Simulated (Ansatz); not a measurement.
`c1csc(-c2cnc(-c3cnc(-c4cncs4)s3)s2)n1` with charge +1, relaxed as a doublet with UKS PBE-D4/def2-SVP in Ansatz, starting from the PBE-D4/def2-SVP geometry of the neutral singlet. Force threshold 0.03 eV/Å.

Start:

```xyz
26

C     2.693   -0.995   -5.928
C     3.126   -2.257   -5.559
S     2.658   -2.584   -3.928
C     1.905   -0.983   -3.859
C     1.234   -0.494   -2.675
C     0.611    0.746   -2.519
N     0.046    0.987   -1.311
C     0.200   -0.036   -0.488
C    -0.294   -0.074    0.863
C    -0.210   -1.070    1.838
N    -0.787   -0.792    3.034
C    -1.334    0.414    3.032
C    -2.022    0.989    4.163
C    -2.639    2.231    4.314
N    -3.210    2.474    5.529
C    -3.048    1.444    6.326
S    -2.176    0.089    5.650
S    -1.161    1.295    1.512
S     1.086   -1.401   -1.192
N     2.014   -0.291   -4.978
H     2.865   -0.548   -6.918
H     3.684   -2.993   -6.150
H     0.575    1.494   -3.324
H     0.289   -2.038    1.683
H    -2.685    2.995    3.524
H    -3.420    1.400    7.361
```

```
step  energy (eV)  largest force component (eV/Å)  SCF passes
   1  -61769.5889                           1.019          55
   2  -61769.6702                           0.522          29
   3  -61769.6950                           0.147          25
   4  -61769.6960                           0.140          26
   5  -61769.6988                           0.020          25
```

Force components are those of the run's own axes.

End:

```xyz
26

C     2.6549   -0.9441   -5.8926
C     3.1089   -2.2269   -5.5559
S     2.6765   -2.6149   -3.9452
C     1.9053   -1.0211   -3.8155
C     1.2485   -0.5552   -2.6351
C     0.6203    0.7171   -2.5011
N     0.0593    0.9680   -1.3181
C     0.2054   -0.0573   -0.4715
C    -0.2949   -0.0601    0.8554
C    -0.2126   -1.0720    1.8515
N    -0.7835   -0.7904    3.0223
C    -1.3357    0.4341    3.0139
C    -2.0126    0.9882    4.1380
C    -2.6387    2.2455    4.2880
N    -3.1993    2.4783    5.4916
C    -3.0310    1.4371    6.2905
S    -2.1668    0.0837    5.6250
S    -1.1580    1.3140    1.4895
S     1.0926   -1.4420   -1.1540
N     1.9901   -0.2867   -4.9213
H     2.8136   -0.4741   -6.8742
H     3.6664   -2.9364   -6.1815
H     0.5979    1.4497   -3.3210
H     0.2866   -2.0421    1.6986
H    -2.6881    3.0115    3.4976
H    -3.4053    1.3962    7.3253
```

By distances, no bond broke or formed. The bond that changes most is C5–C6, from 1.40 to 1.43 Å (atoms count from 1).

No frequencies were taken in this run, so the end may be a saddle point.

Hardware: 2 threads of AMD EPYC 7R13 on a shared host and a share (18 GiB) of an NVIDIA H100 80GB HBM3. Wall time 20 s.
